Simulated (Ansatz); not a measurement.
Basis-set series for CH₉AlInNSi, SMILES `[AlH2][NH][SiH2][CH2][InH2]`. Total charge 0; spin multiplicity 1. In: def2 effective core potential. The geometry is a stationary point of PBE0-D4/def2-TZVP. It is one conformer, not always the lowest.

```xyz
14

Al    0.438    0.438    1.902
N     0.072    1.101    0.157
Si   -1.248    0.436   -0.808
C    -0.567   -1.258   -1.181
In    1.437   -0.662   -0.592
H    -0.780   -0.352    2.547
H     1.421    1.399    2.697
H     0.268    2.088    0.041
H    -1.377    1.253   -2.047
H    -2.547    0.457   -0.082
H    -0.661   -1.576   -2.218
H    -0.935   -2.049   -0.526
H     1.475   -0.903    1.291
H     3.003   -0.373   -1.181
```

```tsv
functional	basis	functions	energy (Eh)	HOMO (eV)	LUMO (eV)
PBE0-D4	def2-TZVPP	322	-820.09077	-7.72	-1.15
PBE0-D4	def2-QZVPP	606	-820.11606	-7.73	-1.17
ωB97M-V	def2-TZVPP	322	-820.28852	-9.84	0.24
ωB97M-V	def2-QZVPP	606	-820.31240	-9.84	0.13
```

Q: Give the rows for def2-SVP. (Estimate.)

A: Computed: 
| functional | basis | functions | energy (Eh) | HOMO (eV) | LUMO (eV) |
| --- | --- | --- | --- | --- | --- |
| PBE0-D4 | def2-SVP | 135 | -819.78147 | -7.71 | -1.01 |
| ωB97M-V | def2-SVP | 135 | -819.97270 | -9.79 | 0.58 |

Positive LUMOs are unbound and depend on the basis.
